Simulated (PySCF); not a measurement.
**Se: excitation energy**

Se [Ar] 3d10 4s2 4p4 (3P) → Se [Ar] 3d10 4s1 4p4 5s1 (5P), as a difference of total energies. Calculation: PySCF 2.14, in aug-cc-pVDZ-PP with ECP10MDF (5s4p3d, 32 functions); a scalar-relativistic core potential. Correlated levels: valence: 3s2 3p6 3d10 frozen. The calculations carry no spin-orbit coupling.

| method | excitation energy (cm⁻¹) |
| --- | --- |
| UHF | 131280 |
| LDA | 140340 |
| PBE | 137980 |
| PBE0 | 138380 |
| r2SCAN | 137920 |
| PBEsol | 137880 |
| CAM-B3LYP | 142220 |
| M06-2X | 136820 |
| wB97X-V | 142400 |
| MP2 (valence) | 130800 |
| SCS-MP2 (valence) | 131430 |

The upper state lies above the first ionisation limit, where it may autoionise and the basis confines it. A Rydberg-like electron needs more diffuse functions than a valence basis has.

The promoted electron is Rydberg-like, and one or two diffuse shells describe it only roughly, which tends to raise the upper state.
